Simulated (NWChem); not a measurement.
Molecule: SiH₂F₂; SMILES F[SiH2]F

All runs: NWChem. Each level has its own optimisation; frequencies are unscaled.

For level PBE-D3(BJ)/def2-SVP:

- r H–Si (Å) = 1.494
- highest harmonic frequency (cm⁻¹) = 2234
- lowest (cm⁻¹) = 301
- zero-point energy (kcal/mol) = 13.9
- dipole (D) = 1.46

What are these values for level Hartree-Fock/STO-3G?


| Item | Value |
|---|---|
| r H–Si (Å) | 1.423 |
| highest harmonic frequency (cm⁻¹) | 2901 |
| lowest (cm⁻¹) | 338 |
| zero-point energy (kcal/mol) | 17.3 |
| dipole (D) | 1.32 |
